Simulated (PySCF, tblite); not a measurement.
Compound: C₅H₁₀F₃OP.
Z-matrix (Å and degrees, GFN2-xTB geometry), rows numbered from 1:
```
C 
P   1  1.8312
C   2  1.8340  1  103.95
O   2  1.4676  1  114.96  3  -124.46
C   2  1.8633  1  109.04  3   109.05
C   5  1.5216  2  110.31  1   103.14
C   6  1.5100  5  111.30  2   -84.40
F   7  1.3380  6  113.04  5    59.79
F   7  1.3400  6  112.36  5  -179.23
F   7  1.3481  6  112.13  5   -59.80
H   1  1.0889  2  106.95  3    56.20
H   1  1.0852  2  109.47  3   173.53
H   1  1.0854  2  111.80  3   -63.89
H   3  1.0878  2  108.35  1   179.68
H   3  1.0880  2  107.75  1   -63.22
H   3  1.0854  2  112.20  1    57.87
H   5  1.0897  2  111.72  1   -21.50
H   5  1.0922  2  106.04  1  -139.19
H   6  1.0942  5  109.19  2    34.24
H   6  1.0917  5  111.91  2   155.61
```

Method: PBE0/pcSseg-1 in PySCF (dipole) on a GFN2-xTB geometry, gas phase.

Masses are those of the commonest isotopes; rigid-rotor values at the optimised geometry. The values belong to one conformer with, in the numbering `[CH3:1][P:2]([CH3:3])(=[O:4])[CH2:5][CH2:6][C:7]([F:8])([F:9])[F:10]`, C1–P2–C5–C6 103°, P2–C5–C6–C7 -84°.

(1) Give the principal moments of inertia and the rotational constants in MHz.

(2) What kind of rotor is it?

(3) Is it planar, by Δ = Ic − Ia − Ib?

(4) Give the other two planar moments, Paa and Pbb, and the rms extents of the mass along the axes.

(5) Give the coordinates in the principal-axis frame, origin at the centre of mass.

(6) List the rotational levels J(Ka,Kc) to J = 4 (K).

(7) Which types of transition are allowed, and where do some lines up to J = 5 fall?

Results:

(1) Ia = 231.06, Ib = 770.59, Ic = 784.91 u·Å²; 505379 MHz·u·Å²/I gives A = 2187, B = 655.8, C = 643.9 MHz.

(2) A near-prolate asymmetric top: κ = (2 × 655.8 − 2187 − 643.9)/(2187 − 643.9) = -0.98.

(3) Not planar: Δ = Ic − Ia − Ib = -216.74 u·Å². For a rigid frame Δ = −2 Σ m c², so Σ m c² = 108.37 u·Å² lies off the ab plane: 10.71 from hydrogen and 97.66 from heavier atoms. The atom farthest from that plane is 1.75 Å away.

(4) Paa = Σ m a² = (Ib + Ic − Ia)/2 = 662.22 and Pbb = Σ m b² = (Ia + Ic − Ib)/2 = 122.70 u·Å². With the mass M = 174.04 u, the rms extents √(P/M) along a, b and c are 1.95, 0.84, 0.79 Å.

(5) The sense of each axis is arbitrary; atoms in the order of the calculation.
```
atom  mass (u)   a (Å)   b (Å)   c (Å)
  C1    12.000  -1.606   1.734  -0.490
  P2    30.974  -1.654   0.005   0.113
  C3    12.000  -3.235  -0.649  -0.547
  O4    15.995  -1.523  -0.148   1.566
  C5    12.000  -0.379  -0.995  -0.807
  C6    12.000   0.841  -1.231   0.070
  C7    12.000   1.798  -0.065   0.004
  F8    18.998   1.249   1.087   0.406
  F9    18.998   2.889  -0.257   0.757
 F10    18.998   2.243   0.157  -1.249
 H11     1.008  -2.516   2.218  -0.139
 H12     1.008  -0.754   2.245  -0.053
 H13     1.008  -1.560   1.782  -1.573
 H14     1.008  -3.335  -1.686  -0.233
 H15     1.008  -4.044  -0.075  -0.100
 H16     1.008  -3.288  -0.580  -1.629
 H17     1.008  -0.107  -0.529  -1.754
 H18     1.008  -0.849  -1.957  -1.024
 H19     1.008   0.520  -1.337   1.111
 H20     1.008   1.395  -2.122  -0.233
```

(6) Above 0(0,0), as E/k:
J = 1: 1(0,1) 0.062, 1(1,1) 0.136, 1(1,0) 0.136
J = 2: 2(0,2) 0.187, 2(1,2) 0.260, 2(1,1) 0.262, 2(2,1) 0.482, 2(2,0) 0.482
J = 3: 3(0,3) 0.374, 3(1,3) 0.446, 3(1,2) 0.450, 3(2,2) 0.669, 3(2,1) 0.669, 3(3,1) 1.038, 3(3,0) 1.038
J = 4: 4(0,4) 0.624, 4(1,4) 0.695, 4(1,3) 0.700, 4(2,3) 0.919, 4(2,2) 0.919, 4(3,2) 1.288, 4(3,1) 1.288, 4(4,1) 1.804, 4(4,0) 1.804
Those of J = 1 are B + C, A + C and A + B.

(7) The dipole components are |μa| = 2.06 D, |μb| = 1.06 D, |μc| = 3.74 D. Intensities carry the squares of the components, which stand as 0.30 : 0.08 : 1.00 (a : b : c). Some lines, for components of 0.1 D or more:

```tsv
type	branch	J(Ka,Kc)	MHz	lower level (cm⁻¹)
c	Q	1(1,1) ← 1(0,1)	1531	0.043
a	R	3(1,2) ← 2(1,1)	3917	0.182
c	R	2(1,1) ← 1(0,1)	4155	0.043
a	R	5(3,3) ← 4(3,2)	6499	0.895
c	R	4(1,3) ← 3(0,3)	6796	0.260
b	Q	4(3,1) ← 4(2,2)	7686	0.639
c	R	5(1,4) ← 4(0,4)	8126	0.433
b	R	3(2,2) ← 2(1,1)	8493	0.182
b	R	3(2,1) ← 2(1,2)	8529	0.181
b	Q	5(4,1) ← 5(3,2)	10761	1.112
c	R	3(3,0) ← 2(2,0)	11586	0.335
c	R	4(3,1) ← 3(2,1)	12885	0.465
b	R	5(3,3) ← 4(2,2)	14185	0.639
c	R	4(4,0) ← 3(3,0)	15960	0.722
c	R	5(4,1) ← 4(3,1)	17260	0.895
```

Its GFN2-xTB frequencies are all real (lowest 30 cm⁻¹). Constants of a rigid frame at the computed geometry: no zero-point averaging, no centrifugal distortion. A rigid rotor knows nothing of internal rotation, which can split or shift real lines.

Time: 45 s of wall time; peak memory 1.1 GiB. Hardware: one thread, Arm Neoverse V1 (aarch64), on a shared host. This is the PBE0/pcSseg-1 job that gave the dipole, with the shieldings it also computed.
